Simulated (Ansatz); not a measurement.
A run for Ansatz (a program for electronic structure): U-PBE/def2-TZVPP on stibine (SMILES [SbH3]), a point of a bond scan (R = 2.999 Å). Elements past Kr take the def2 small-core potentials; no spin–orbit coupling.

Ansatz 0.2 input:
```yaml
crystal:
  periodic: [false, false, false]
  atoms:
    - {symbol: Sb, position_ang: [0.00013491, -0.00052872, 0.05360827]}
    - {symbol: H, position_ang: [-1.58163218, -1.89558225, -1.64993670]}
    - {symbol: H, position_ang: [-0.49764804, 1.33580031, -0.89700800]}
    - {symbol: H, position_ang: [1.39449968, -0.22541911, -0.91716752]}
basis:
  gaussian:
    orbitals: def2-TZVPP
hamiltonian:
  xc: {name: PBE}
magnetization: {spin_polarized: true, initial_magnetization: 0}
```

Q: What total energy does the run end on?

A: -241.9231 hartree. Its determinant has ⟨S²⟩ = 0.43, a mixture of spin states.
